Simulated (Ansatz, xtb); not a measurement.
Process, species as SMILES: OCCC[SeH] [3-selanylpropan-1-ol] + 4 [H][H] (H2) → 3 C (CH4) + O (H2O) + [SeH2] (H2Se)
Each molecule is optimised on its own at B3LYP-D3(BJ)/def2-TZVP (Ansatz, a program for electronic structure), one conformer each, not searched for the lowest.

Property: energy of full hydrogenation (electronic energy difference), in kcal/mol. Correlated levels leave the core frozen unless marked. No spin-orbit coupling. Frozen are the shells of the preceding noble gas and the d and f shells that filled before the atom's block. No relativistic terms. CBS marks a two-point X^-3 extrapolation of the correlation energy; Hartree-Fock from the larger set.

```json
[
 {"level": "GFN2-xTB", "program": "xtb", "energy of full hydrogenation (kcal/mol)": "-78.3"},
 {"level": "BLYP-D3(BJ)/def2-TZVPD", "program": "Ansatz + dftd3", "energy of full hydrogenation (kcal/mol)": "…"},
 {"level": "revPBE/def2-TZVPD", "program": "Ansatz", "energy of full hydrogenation (kcal/mol)": "-78.3"},
 {"level": "HSE06-D3(BJ)/def2-TZVPD", "program": "Ansatz + dftd3", "energy of full hydrogenation (kcal/mol)": "…"},
 {"level": "SCS-MP2/aug-cc-pVTZ", "program": "Ansatz", "energy of full hydrogenation (kcal/mol)": "-74.4"},
 {"level": "CCSD/6-31G*", "program": "Ansatz", "energy of full hydrogenation (kcal/mol)": "-66.6"},
 {"level": "CCSD(T)/CBS(cc-pVTZ,cc-pVQZ)", "program": "Ansatz", "energy of full hydrogenation (kcal/mol)": "-75.2"}
]
```

Question: Complete the blanks.

Answer: 
- BLYP-D3(BJ)/def2-TZVPD, energy of full hydrogenation (kcal/mol): -72.5
- HSE06-D3(BJ)/def2-TZVPD, energy of full hydrogenation (kcal/mol): -76.0
